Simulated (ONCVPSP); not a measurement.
## Logarithmic derivatives: cobalt, ONCV

ONCVPSP 4.0.1 input, shortened (lines: element, Z, core and valence counts, functional; n l f; lmax; l rc ep ncon nbas qcut; lloc lpopt rc5 dvloc0; l nproj debl; icmod fcfact rcfact), PBE, scalar-relativistic:

```
  Co 27.00    3    4        4      upf
    1    0    2.00
    2    0    2.00
    2    1    6.00
    3    0    2.00
    3    1    6.00
    3    2    7.00
    4    0    2.00
    2
    0    1.25    0.00    4    9   12.70
    1    1.05    0.00    4    9   14.30
    2    0.85    0.00    5    8   11.40
    2    5    0.85    0.00
    0    2    0.80
    1    2    0.80
    2    0    1.40
    0    0.00    0.00
```

In the p channel the program set the typed energies aside and used -2.412, 0.250 Ha.

The phase is arctan(r·R′/R) of the radial function R(r), unwrapped; energies in Ha, scanned from -5 to 5 Ha. A pole is an energy at which the radial function vanishes at the test radius. The pseudo phase is shifted by a multiple of π to meet the all-electron one at the reference energy, and phase errors are pseudo minus all-electron; the curves can meet again beyond the range given. Levels narrower than the energy grid can be missing from the lists of poles.

Problem. For each channel, where are the poles, and over which energies does the pseudopotential scatter like the atom?

Solution.

| channel | radius (bohr) | reference energy (Ha) | poles, all-electron | poles, pseudo | unbroken range about the reference energy with phases within 0.05 rad | phase error 1 Ha above the reference energy (rad) |
| --- | --- | --- | --- | --- | --- | --- |
| s | 1.27 | -0.20 | -2.99 | -2.99, 3.70 | below 3.3 | -0.000 |
| p | 1.06 | -2.41 | -0.20 | -0.20 | the whole range | +0.000 |
| d | 0.86 | -0.30 | 4.02 | 4.39 | the whole range | +0.002 |

Note: ghosts flagged at negative energy: p at -2488.9 eV; GHOST(+) flagged for s at 100.9 eV. A true bound ghost makes a file unfit for plane-wave use.

Phases in the s channel:

```csv
E (Ha),all-electron,pseudo
-4.96,0.440,0.440
-4.48,-0.449,-0.449
-4.00,-1.141,-1.141
-3.52,-1.422,-1.422
-3.04,-1.561,-1.561
-2.56,-1.648,-1.648
-2.08,-1.714,-1.714
-1.60,-1.771,-1.771
-1.12,-1.826,-1.826
-0.64,-1.884,-1.884
-0.16,-1.952,-1.952
0.32,-2.036,-2.036
0.80,-2.148,-2.148
1.28,-2.307,-2.308
1.76,-2.545,-2.547
2.24,-2.892,-2.899
2.72,-3.319,-3.336
3.20,-3.705,-3.741
3.68,-3.979,-4.335
4.16,-4.160,-7.264
4.64,-4.282,-7.408
```
